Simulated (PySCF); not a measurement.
B(Br)(Me)(NH2) (CH₅BBrN), SMILES CB(N)Br.

Geometry optimised at B3LYP-D3(BJ)/def2-SVP. This is a generated structure with no PubChem entry under its InChIKey; it may be hypothetical. Other conformers were not sampled.

Two levels are set side by side: TDA-PBE/def2-SVPD (PySCF) and TDA-ωB97X/def2-SVPD (PySCF). Vertical, same geometry. The lowest singlet is HOMO→LUMO 100 % with PBE and HOMO→LUMO+1 95 % with the other functional; states are paired by order. Differences are taken from unrounded values.

```
quantity                               TDA-PBE
-------------------------------------  -------
lowest singlet excitation (eV)            5.99
lowest triplet excitation (TDA) (eV)      5.68
first bright state (f over 0.05) (eV)     6.59
its oscillator strength                   0.12
```

These are the TDA-PBE values. What does TDA-ωB97X give? (The exact figures need the calculation; the answer reports its results.)


| quantity | TDA-ωB97X | TDA-PBE minus TDA-ωB97X |
|---|---|---|
| lowest singlet excitation (eV) | 7.22 | -1.23 |
| lowest triplet excitation (TDA) (eV) | 6.55 | -0.88 |
| first bright state (f over 0.05) (eV) | 7.67 | -1.08 |
| its oscillator strength | 0.12 | 0.00 |

A lower first singlet is the usual sign of a functional without exact exchange. Differences between two approximate levels are no errors against the true value.

Rough cost on one machine, each run with all the roots and properties that it gave: TDA-ωB97X against TDA-PBE about 4 times.
